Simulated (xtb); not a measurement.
C2H8AlFSi, SMILES [CH3][Al]([CH3])[SiH2]F. All values are semi-empirical tight-binding results from xtb (GFN2-xTB unless named), good for trends rather than for accurate numbers. Coordinates come from a GFN2-xTB optimisation. The structure was generated by enumeration; whether it is a known compound was not checked. The values are those of a single conformer.

Optimised geometry:

Bond lengths (Å): Si1–F2 1.633, Si1–Al3 2.440, Si1–H6 1.477, Si1–H7 1.478, Al3–C4 1.993, Al3–C5 1.993, C4–H8 1.099, C4–H9 1.097, C4–H10 1.098, C5–H11 1.098, C5–H12 1.099, C5–H13 1.097. Angles (°): F2–Si1–Al3 107.2, F2–Si1–H6 100.1, F2–Si1–H7 100.1, Al3–Si1–H6 120.6, Al3–Si1–H7 120.1, H6–Si1–H7 105.0, Si1–Al3–C4 117.1, Si1–Al3–C5 117.5, C4–Al3–C5 125.3, Al3–C4–H8 112.2, Al3–C4–H9 113.0, Al3–C4–H10 112.7, H8–C4–H9 106.5, H8–C4–H10 106.3, H9–C4–H10 105.7, Al3–C5–H11 112.5, Al3–C5–H12 112.2, Al3–C5–H13 113.2, H11–C5–H12 106.4, H11–C5–H13 105.7, H12–C5–H13 106.4.

For metal compounds this method's bond lengths and energies can be far off.

The orbital gap comes out as 3.61 eV and the zero-point energy comes out as 53.5 kcal/mol. The G − E(el) at 298.15 K (modified RRHO) is 30.3 kcal/mol.

Computed atomic charges and the Wiberg bond orders between heavy atoms:
charges (e) Si1 0.46, F2 -0.33, Al3 0.21, C4 -0.23, C5 -0.22, H6 -0.11, H7 -0.11, H8 0.06, H9 0.05, H10 0.05, H11 0.05, H12 0.06, H13 0.05. Bond orders Si1–F2 1.04, Si1–Al3 0.84, Al3–C4 1.05, Al3–C5 1.05.
